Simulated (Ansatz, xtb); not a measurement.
Relative energy of two structures of H2SeSiZn

Structure X: a singlet given by its coordinates. Structure Y: a singlet given by its coordinates. Both are gas-phase species (loosely bound parts included), relaxed with B3LYP-D3(BJ)/def2-SVP.

X (Å):

```xyz
5

Se   -1.7257    2.0957    0.4314
Si   -2.0840    1.0883    2.2473
Zn    0.3911    1.0797    3.6998
H    -2.7200    1.7055    3.4506
H    -2.1129   -0.3977    2.4037
```

Close contacts (Å): Se1–Si2 2.11, Si2–Zn3 2.87, Si2–H4 1.49, Si2–H5 1.49.

Y (Å):

```yaml
atoms:
  - { symbol: Se, position_ang: [-1.9097, 1.0938, 1.1251] }
  - { symbol: Si, position_ang: [-1.8158, -0.4524, 2.8120] }
  - { symbol: Zn, position_ang: [-1.3114, 2.7314, 2.6704] }
  - { symbol: H, position_ang: [-0.9160, 3.8064, 3.6978] }
  - { symbol: H, position_ang: [-2.2031, -1.6144, 1.8927] }
```

Close contacts (Å): Se1–Si2 2.29, Se1–Zn3 2.33, Si2–H5 1.53, Zn3–H4 1.54.

Energies in hartree; the thermal terms are from B3LYP-D3(BJ)/def2-SVP harmonic frequencies (ideal gas, rigid rotor, one conformer each, 298.15 K, 1 atm) and include the zero-point energy:

```
                                X            Y
E, CCSD(T)/def2-TZVP  −4468.771180  −4468.771347
   zero-point energy      0.017285      0.014793
        H(298 K) − E      0.023557      0.021248
        G(298 K) − E     −0.014713     −0.016422
```

Problem. Work out ΔE, ΔE₀, ΔH and ΔG for X → Y in kJ/mol (1 Eh = 2625.50 kJ/mol) and the equilibrium ratio [Y]/[X].

Solution. 1. ΔE = −4468.771347 − (−4468.771180) = −0.000167 Eh = −0.44 kJ/mol.
2. ΔE₀ = ΔE + ΔZPE = −0.000167 + (−0.002492) Eh = −6.98 kJ/mol.
3. ΔH = ΔE + (−0.002309) Eh = −6.50 kJ/mol.
4. ΔG = ΔE + (−0.001709) Eh = −4.93 kJ/mol, so ΔS = (ΔH − ΔG)/T = −5.3 J/(mol K).
5. kT = 0.9442 mEh, so K = [Y]/[X] = exp(−ΔG/kT) = exp(+1.99) ≈ 7.3.

Structure Y is favoured at this temperature. An error of 4 kJ/mol in ΔG would change K by a factor of 5. Mirror images and further conformers aren't counted.

Other levels gave ΔE = +2.6 (B3LYP-D3(BJ)/def2-SVP); −9.4 (HF/def2-TZVP); −0.7 (MP2/def2-TZVP) kJ/mol. The correlated steps freeze 19 core orbitals; the filled d shell of Se is correlated; the last core shell of Zn is correlated, in a basis made for valence electrons. Programs: Ansatz 0.2.0.
